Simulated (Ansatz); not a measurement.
Ansatz (a first-principles code) input (B3LYP-D3(BJ)/def2-TZVP):

Ansatz 0.2 input:
```yaml
crystal:
  periodic: [false, false, false]
  atoms:
    - {symbol: Y, position_ang: [0.93360853, -0.44358816, 0.26407838]}
    - {symbol: O, position_ang: [1.56279703, -0.00288107, -1.54844025]}
    - {symbol: Br, position_ang: [-1.39751739, 0.49494247, 0.05967043]}
basis:
  gaussian:
    orbitals: def2-TZVP
hamiltonian:
  xc: b3lyp
  dispersion: d3bj
total_charge: 1
magnetization: {spin_polarized: true, initial_magnetization: 1}
phonons: {temperatures: {t_min: 298.15, t_max: 298.15, t_step: 100}}
```

Output:

```
Functional definition: B3LYP
integrals: 0.05 GiB planned
931 factors; their error is unknown
mean field: 0.59 GiB planned
mean field evaluation 1: about -73099.7329 eV, gradient 8.6e1 eV
mean field evaluation 2: about -72742.4235 eV, gradient 1.7e2 eV
mean field evaluation 4: about -73128.2904 eV, gradient 2.6e1 eV
mean field evaluation 8: about -73131.8388 eV, gradient 5.9e-1 eV
mean field evaluation 16: about -73132.2057 eV, gradient 3.5e-3 eV
mean field evaluation 32: about -73099.7329 eV, gradient 8.6e1 eV
mean field evaluation 64: about -73132.2057 eV, gradient 1.2e-5 eV
mean field -73132.20573052 eV, -2687.5589898073 hartree, gradient 1.2e-5 eV, S^2 0.760826; 5 other end points of the search recorded, 0 dependent functions left out
the calculation of the forces begins
reference -73132.20598359 eV, -2687.5589991073 hartree; 27, 26 occupied and 92, 93 virtual orbitals, 931 factors
these checks for a lower state are left out or cut short: stability, starts, cluster_reference, orbital_swaps, neighbouring_geometries, increment
integrals: 0.05 GiB planned
931 factors; their error is unknown
mean field: 0.59 GiB planned
mean field -73132.20567088 eV, -2687.5589876155 hartree, gradient 1.6e-6 eV, S^2 0.760873; 0 other end points of the search recorded, 0 dependent functions left out
the calculation of the forces begins
reference -73132.20592388 eV, -2687.5589969132 hartree; 27, 26 occupied and 92, 93 virtual orbitals, 931 factors
these checks for a lower state are left out or cut short: stability, starts, cluster_reference, orbital_swaps, neighbouring_geometries, increment
integrals: 0.05 GiB planned
931 factors; their error is unknown
mean field: 0.59 GiB planned
mean field -73132.20567498 eV, -2687.5589877659 hartree, gradient 1.5e-6 eV, S^2 0.760780; 0 other end points of the search recorded, 0 dependent functions left out
the calculation of the forces begins
reference -73132.20592811 eV, -2687.5589970683 hartree; 27, 26 occupied and 92, 93 virtual orbitals, 931 factors
these checks for a lower state are left out or cut short: stability, starts, cluster_reference, orbital_swaps, neighbouring_geometries, increment
integrals: 0.05 GiB planned
931 factors; their error is unknown
mean field: 0.59 GiB planned
mean field -73132.20572009 eV, -2687.5589894238 hartree, gradient 1.5e-6 eV, S^2 0.760899; 0 other end points of the search recorded, 0 dependent functions left out
the calculation of the forces begins
reference -73132.20597315 eV, -2687.5589987237 hartree; 27, 26 occupied and 92, 93 virtual orbitals, 931 factors
these checks for a lower state are left out or cut short: stability, starts, cluster_reference, orbital_swaps, neighbouring_geometries, increment
integrals: 0.05 GiB planned
931 factors; their error is unknown
mean field: 0.59 GiB planned
mean field evaluation 96: about -73132.2057 eV, gradient 1.3e-6 eV
mean field -73132.20570426 eV, -2687.5589888422 hartree, gradient 1.3e-6 eV, S^2 0.760753; 0 other end points of the search recorded, 0 dependent functions left out
the calculation of the forces begins
reference -73132.20595733 eV, -2687.5589981424 hartree; 27, 26 occupied and 92, 93 virtual orbitals, 931 factors
these checks for a lower state are left out or cut short: stability, starts, cluster_reference, orbital_swaps, neighbouring_geometries, increment
integrals: 0.05 GiB planned
931 factors; their error is unknown
mean field: 0.59 GiB planned
mean field -73132.20569800 eV, -2687.5589886122 hartree, gradient 1.5e-6 eV, S^2 0.760754; 0 other end points of the search recorded, 0 dependent functions left out
the calculation of the forces begins
reference -73132.20595113 eV, -2687.5589979146 hartree; 27, 26 occupied and 92, 93 virtual orbitals, 931 factors
these checks for a lower state are left out or cut short: stability, starts, cluster_reference, orbital_swaps, neighbouring_geometries, increment
integrals: 0.05 GiB planned
931 factors; their error is unknown
mean field: 0.59 GiB planned
mean field -73132.20566668 eV, -2687.5589874612 hartree, gradient 1.6e-6 eV, S^2 0.760899; 0 other end points of the search recorded, 0 dependent functions left out
the calculation of the forces begins
reference -73132.20591969 eV, -2687.5589967589 hartree; 27, 26 occupied and 92, 93 virtual orbitals, 931 factors
these checks for a lower state are left out or cut short: stability, starts, cluster_reference, orbital_swaps, neighbouring_geometries, increment
integrals: 0.05 GiB planned
931 factors; their error is unknown
mean field: 0.59 GiB planned
mean field -73132.20575448 eV, -2687.5589906877 hartree, gradient 9.4e-7 eV, S^2 0.760794; 0 other end points of the search recorded, 0 dependent functions left out
the calculation of the forces begins
reference -73132.20600757 eV, -2687.5589999886 hartree; 27, 26 occupied and 92, 93 virtual orbitals, 931 factors
these checks for a lower state are left out or cut short: stability, starts, cluster_reference, orbital_swaps, neighbouring_geometries, increment
integrals: 0.05 GiB planned
931 factors; their error is unknown
mean field: 0.59 GiB planned
mean field evaluation 128: about -73132.2057 eV, gradient 1.5e-6 eV
mean field -73132.20570179 eV, -2687.5589887515 hartree, gradient 1.5e-6 eV, S^2 0.760858; 0 other end points of the search recorded, 0 dependent functions left out
the calculation of the forces begins
reference -73132.20595484 eV, -2687.5589980507 hartree; 27, 26 occupied and 92, 93 virtual orbitals, 931 factors
these checks for a lower state are left out or cut short: stability, starts, cluster_reference, orbital_swaps, neighbouring_geometries, increment
integrals: 0.05 GiB planned
931 factors; their error is unknown
mean field: 0.59 GiB planned
mean field -73132.20571498 eV, -2687.5589892361 hartree, gradient 1.6e-6 eV, S^2 0.760852; 0 other end points of the search recorded, 0 dependent functions left out
the calculation of the forces begins
reference -73132.20596805 eV, -2687.5589985362 hartree; 27, 26 occupied and 92, 93 virtual orbitals, 931 factors
these checks for a lower state are left out or cut short: stability, starts, cluster_reference, orbital_swaps, neighbouring_geometries, increment
integrals: 0.05 GiB planned
931 factors; their error is unknown
mean field: 0.59 GiB planned
mean field -73132.20574221 eV, -2687.5589902367 hartree, gradient 1.6e-6 eV, S^2 0.760799; 0 other end points of the search recorded, 0 dependent functions left out
the calculation of the forces begins
reference -73132.20599528 eV, -2687.5589995367 hartree; 27, 26 occupied and 92, 93 virtual orbitals, 931 factors
these checks for a lower state are left out or cut short: stability, starts, cluster_reference, orbital_swaps, neighbouring_geometries, increment
integrals: 0.05 GiB planned
931 factors; their error is unknown
mean field: 0.59 GiB planned
mean field -73132.20567741 eV, -2687.5589878552 hartree, gradient 1.4e-6 eV, S^2 0.760785; 0 other end points of the search recorded, 0 dependent functions left out
the calculation of the forces begins
reference -73132.20593045 eV, -2687.5589971546 hartree; 27, 26 occupied and 92, 93 virtual orbitals, 931 factors
these checks for a lower state are left out or cut short: stability, starts, cluster_reference, orbital_swaps, neighbouring_geometries, increment
integrals: 0.05 GiB planned
931 factors; their error is unknown
mean field: 0.59 GiB planned
mean field evaluation 160: about -73132.2057 eV, gradient 1.5e-6 eV
mean field -73132.20574590 eV, -2687.5589903723 hartree, gradient 1.5e-6 eV, S^2 0.760867; 0 other end points of the search recorded, 0 dependent functions left out
the calculation of the forces begins
reference -73132.20599899 eV, -2687.5589996731 hartree; 27, 26 occupied and 92, 93 virtual orbitals, 931 factors
Total energy: -73132.36910843 eV, -2687.5649938347 hartree
Atom 0 at     0.933609    -0.443588     0.264078 Å, force     0.001156    -0.000140    -0.000774 eV/Å
Atom 1 at     1.562797    -0.002881    -1.548440 Å, force    -0.000046    -0.000248     0.000713 eV/Å
Atom 2 at    -1.397517     0.494942     0.059670 Å, force    -0.001110     0.000388     0.000061 eV/Å
Dipole moment:     1.173049    -0.839032     1.089829 e Å
Vibrations: 58.45 277.87 585.88 cm⁻¹, zero-point energy 0.057170 eV
```

The spin state was set by rule; other spins were not relaxed.
